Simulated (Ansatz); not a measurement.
Molecule: C$_{6}$H$_{11}$, net charge 0, doublet state. It need not be the lowest isomer of its formula. 
Geometry from a B3LYP-D3(BJ)/def2-TZVP (Ansatz, a first-principles code) optimisation:
SMILES: CC/C=[C]\CC
```xyz
17

C      2.8743    -0.0978    -0.0176
C      1.5554     0.1454    -0.7622
C      0.5412     0.8202     0.0573
C     -0.6308     0.6158     0.6000
C     -1.4549    -0.6500     0.4751
C     -2.7985    -0.3999    -0.2128
H      2.7118    -0.7237     0.8608
H      3.5965    -0.5958    -0.6667
H      3.3079     0.8450     0.3180
H      1.7498     0.7375    -1.6624
H      1.1516    -0.8164    -1.1155
H     -1.0924     1.4116     1.1849
H     -1.6314    -1.0537     1.4776
H     -0.8900    -1.4072    -0.0723
H     -3.3795     0.3521     0.3257
H     -2.6512    -0.0379    -1.2318
H     -3.3934    -1.3145    -0.2573
```
Charge 0, spin multiplicity 2.

Quantity: atomisation energy (electronic, to ground-state atoms), in eV. Cores are frozen in the correlated levels unless marked. UHF or UKS for open shells. No spin-orbit coupling. No relativistic terms. The coupled-cluster limit lacks core correlation, which all-electron functionals hold. CBS marks a two-point X^-3 extrapolation of the correlation energy; Hartree-Fock from the larger set. The bracket is a focal-point correction in the basis named.

```
level                                                     program  atomisation energy (eV)
-------------------------------------------------  --------------  -----------------------
HF/6-31G                                                   Ansatz                    51.75
SVWN5/def2-TZVPD                                           Ansatz                    80.28
PBE/def2-TZVPD                                             Ansatz                    71.96
BLYP/def2-TZVPD                                            Ansatz                    69.80
revPBE/def2-TZVPD                                          Ansatz                    69.69
B3LYP/def2-TZVPD                                           Ansatz                    70.33
PBE0/def2-TZVPD                                            Ansatz                    71.12
BHLYP/def2-TZVPD                                           Ansatz                    68.85
HSE06-D4/def2-TZVPD                                Ansatz + dftd4                    71.44
B2GP-PLYP/def2-TZVPD                                       Ansatz                    69.72
PBE-QIDH/def2-TZVPD                                        Ansatz                    70.45
MP2/6-31G                                                  Ansatz                    61.72
MP2/cc-pVDZ                                                Ansatz                    66.37
RI-MP2/cc-pVQZ                                             Ansatz                    70.46
RI-MP2/CBS(cc-pVTZ,cc-pVQZ)                                Ansatz                    71.07
SCS-MP2/STO-3G                                             Ansatz                    72.95
CCSD/STO-3G                                                Ansatz                    73.87
CCSD/6-31G                                                 Ansatz                    61.71
CCSD/cc-pVTZ                                               Ansatz                    68.21
CCSD(T)/6-31G                                              Ansatz                    62.06
RI-MP2/CBS(cc-pVTZ,cc-pVQZ)+[CCSD(T)-MP2]/cc-pVTZ          Ansatz                    70.59
```

The UHF reference is spin-contaminated (<S^2> 0.15 over the pure value in the largest basis).
